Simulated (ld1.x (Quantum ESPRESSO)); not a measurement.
## What one change does to a pseudopotential (tin (Sn), TM)

tin (Sn), norm-conserving Troullier–Martins (Kleinman–Bylander form), made with ld1.x (Quantum ESPRESSO) 7.5 (LDA (PZ), scalar-relativistic). Core [Kr] 4d10, reference 5s2 5p2. Waves: 5p (bound): rc 1.95 bohr; 5s (bound): rc 1.95 bohr. Local part: the s channel. Core correction: Bessel-smoothed model core, default radius (core density twice the valence density).

All-electron outer shells of the reference configuration (LDA (PZ), scalar-relativistic, ld1.x):

```tsv
shell	level (eV)	outermost node (bohr)	outermost maximum (bohr)
4p	-89.56	0.41	0.79
4d	-25.90	0.39	0.88
5s	-10.81	0.98	2.01
5p	-3.87	1.09	2.55
```

Change: core correction Bessel-smoothed model core inside 1.44 bohr.

Cutoffs: the cutoffs (Ry, on a coarse ladder) from which the occupation-weighted sum of valence levels, in a spherical-Bessel basis at the reference potential, stays within 10 and 1 mRy of its value at 400 Ry; they do not see the model core or the augmentation charge, which bear on the density cutoff. Errors are all-electron minus pseudo energies relative to the spin-unpolarised reference configuration.

Question: What does the change do?

Answer: The potential gets neither clearly harder nor softer (25 Ry and 45 Ry → 25 Ry and 45 Ry); the errors of the 9 common tests hardly move; neither file shows a bound ghost. The default core radius of the base comes out at 1.76 bohr. A model core, the more so a compact one, raises the density cutoff, which this test does not measure.

| quantity | base | changed |
| --- | --- | --- |
| cutoff, loose | 25 Ry | 25 Ry |
| cutoff, tight | 45 Ry | 45 Ry |
| bound ghosts | none | none |
| error for 5s2 5p1, meV [ΔE 7.10 eV] | -8.5 | -8.4 |
| error for 5s2 5p0, meV [ΔE 21.36 eV] | -64 | -64 |
| error for 5s1 5p0, meV [ΔE 52.81 eV] | -340 | -341 |
| error for 5s2 5p1.5, meV [ΔE 2.72 eV] | -1.7 | -1.7 |
| error for 5s2 5p2.3, meV [ΔE -0.90 eV] | +0.1 | +0.1 |
| error for 5s1 5p3, meV [ΔE 7.07 eV] | -12 | -12 |
| error for 5s0 5p4, meV [ΔE 14.40 eV] | -46 | -47 |
| error for 5s2 5p2 (spin-polarised), meV [ΔE -0.47 eV] | -3.2 | -3.4 |
| error for 5s2 5p1 (spin-polarised), meV [ΔE 6.95 eV] | -10 | -10 |
| s: phases at 2.16 bohr within 0.05 rad from the reference energy up to (Ry; the scan ends near 5) | 3.9 | 3.9 |
| p: phases at 2.16 bohr within 0.05 rad from the reference energy up to (Ry; the scan ends near 5) | to the end of the scan | to the end of the scan |
